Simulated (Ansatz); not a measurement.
Species: C2H8Si, charge 0, singlet. C2H8Si (dimethylsilane, SMILES C[SiH2]C).
B3LYP-D3(BJ)/def2-TZVP minimum from Ansatz (an electronic-structure program):
```
Si
H 1 1.4862
H 1 1.4862 2 107.49
C 1 1.8768 2 109.51 3 -118.89
H 4 1.0916 1 111.20 2 58.82
H 4 1.0922 5 107.90 1 -121.83
H 4 1.0922 5 107.90 6 -116.34
C 1 1.8768 2 109.51 3 118.89
H 8 1.0916 1 111.20 2 -58.82
H 8 1.0922 9 107.90 1 -121.83
H 8 1.0922 9 107.90 10 -116.34
```
Charge 0, spin multiplicity 1.

Wanted: atomisation energy (electronic, to ground-state atoms), in kcal/mol. Open shells are spin-unrestricted; no spin-orbit coupling. CBS(X,Y): correlation extrapolated as X^-3, Hartree-Fock from the larger set (Q,5: extrapolated as (X+1)exp(-9√X)). A bracket is a step between two methods taken in the basis named. Functionals run without relativity, which enters their misses. Double hybrids freeze cores in their MP2 part. 'core' is core correlation in cc-pwCVTZ (1s frozen past Ne), 'X2C' scalar relativity in cc-pVTZ-DK, both at CCSD(T). For partners of very few electrons the exact lower level stands in for a higher one.

CCSD(T)/CBS(cc-pV(Q+d)Z,cc-pV(5+d)Z) + [CCSDT(Q) - CCSD(T)]/cc-pV(D+d)Z + core + X2C (Ansatz) gives 933.6 kcal/mol.

Q: What does PBE/def2-TZVPD (Ansatz) give here, and how do the other levels compare?

A: PBE gives 929.6 kcal/mol, 4.0 kcal/mol below it. Differences of the others: r2SCAN/def2-TZVPD (Ansatz) -2.7; PBE0/def2-TZVPD (Ansatz) -7.4; wB97M-V/def2-TZVPD (Ansatz) -0.4; B2PLYP/def2-TZVPD (Ansatz) -14.5; CCSD(T)/CBS(cc-pV(Q+d)Z,cc-pV(5+d)Z) + core + X2C (Ansatz) -0.4 kcal/mol. Nearer than PBE: r2SCAN/def2-TZVPD, wB97M-V/def2-TZVPD, CCSD(T)/CBS(cc-pV(Q+d)Z,cc-pV(5+d)Z) + core + X2C.
